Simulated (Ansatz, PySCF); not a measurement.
CsI, SMILES [I][Cs]. Atoms are numbered in the order given.

```xyz
2

Cs     0.0000     0.0000    -1.6592
I      0.0000     0.0000     1.7211
```

Geometry optimised at B3LYP-D3(BJ)/def2-TZVPD. The def2 effective core potentials stand for the cores of Cs, I; spin–orbit coupling is left out.

Two levels are set side by side: PBE-D3(BJ)/def2-TZVPD (Ansatz, an electronic-structure program) and B3LYP-D3(BJ)/def2-TZVPD (Ansatz). Each level has its own optimised geometry; the coordinates shown are those of the second. Frequencies come from the Hessian of PySCF at each geometry. Differences are taken from unrounded values.

| quantity | B3LYP-D3(BJ) |
|---|---|
| bond Cs1–I2 (Å) | 3.380 |
| highest harmonic wavenumber (cm⁻¹) | 112 |
| mean harmonic wavenumber (cm⁻¹) | 112 |
| zero-point energy (kcal/mol) | 0.16 |

**Question.** What does PBE-D3(BJ) give, and how far is it from B3LYP-D3(BJ)? (An estimate is asked for; the answer gives what the named calculation found.)

**Answer.** 
| quantity | PBE-D3(BJ) | PBE-D3(BJ) minus B3LYP-D3(BJ) |
|---|---|---|
| bond Cs1–I2 (Å) | 3.341 | -0.040 |
| highest harmonic wavenumber (cm⁻¹) | 115 | 3 |
| mean harmonic wavenumber (cm⁻¹) | 115 | 3 |
| zero-point energy (kcal/mol) | 0.16 | 0.00 |
